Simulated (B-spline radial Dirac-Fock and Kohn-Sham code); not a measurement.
Successive ionisation energies of germanium: Dirac-Fock against NIST

These are calculated numbers from a radial finite-basis atomic code; the model is Dirac-Fock (average of configuration) total-energy differences with a finite nucleus, the Breit interaction including its frequency dependence, and self-energy and vacuum-polarisation corrections. Each value is the difference of the configuration-average energies of two neighbouring ions in their tabulated ground configurations. The model has no electron correlation. NIST's values refer to the lowest levels; many for high charge states are themselves semi-empirical or theoretical. Where a p, d or f shell is open in either ion the computed value averages over both j values and all terms, while the table refers to the lowest levels; that difference holds spin-orbit splitting (largest in heavy or highly charged ions), term energies where several electrons share open shells, and correlation, and it can reach 10 % or more.

| ion | configuration | computed (eV) | NIST (eV) | kind | NIST − computed (eV) |
| --- | --- | --- | --- | --- | --- |
| Ge¹⁶⁺ | [Ne] 3s2 3p4 | 611.8 | 609.1 ± 0.8 | semi-empirical | -2.74 |
| Ge¹⁷⁺ | [Ne] 3s2 3p3 | 654.7 | 662.8 ± 1.9 | semi-empirical | +8.06 |
| Ge¹⁸⁺ | [Ne] 3s2 3p2 | 698.5 | 706.7 ± 1 | semi-empirical | +8.15 |
| Ge¹⁹⁺ | [Ne] 3s2 3p1 | 743.3 | 744 ± 3 | semi-empirical | +0.74 |
| Ge²⁰⁺ | [Ne] 3s2 | 832.7 | 837.1 ± 1 | semi-empirical | +4.44 |
| Ge²¹⁺ | [Ne] 3s1 | 879.7 | 880.44 ± 0.03 | semi-empirical | +0.70 |
| Ge²²⁺ | [He] 2s2 2p6 | 2187.7 | 2178.2 ± 0.4 | measured | -9.50 |
| Ge²³⁺ | [He] 2s2 2p5 | 2316.4 | 2304 ± 4 | semi-empirical | -12.37 |
| Ge²⁴⁺ | [He] 2s2 2p4 | 2448.0 | 2439 ± 5 | semi-empirical | -8.95 |
| Ge²⁵⁺ | [He] 2s2 2p3 | 2582.4 | 2575 ± 19 | semi-empirical | -7.45 |
| Ge²⁶⁺ | [He] 2s2 2p2 | 2719.8 | 2737.1 ± 2.3 | semi-empirical | +17.25 |
| Ge²⁷⁺ | [He] 2s2 2p1 | 2860.1 | 2881.9 ± 1.6 | semi-empirical | +21.75 |
| Ge²⁸⁺ | [He] 2s2 | 3066.3 | 3074 ± 3 | semi-empirical | +7.74 |
| Ge²⁹⁺ | [He] 2s1 | 3194.1 | 3194.293 ± 0.007 | theoretical | +0.17 |
| Ge³⁰⁺ | 1s2 | 13555.8 | 13557.42 | theoretical | +1.64 |
| Ge³¹⁺ | 1s1 | 14119.5 | 14119.45 | theoretical | -0.09 |

**Question.** Where in this range is the largest relative jump, and why?

**Answer.** From Ge²⁹⁺ (3194.1 eV) to Ge³⁰⁺ (13555.8 eV), a factor of 4.24. The configuration goes from [He] 2s1 to 1s2, so the next electron comes out of a deeper subshell.
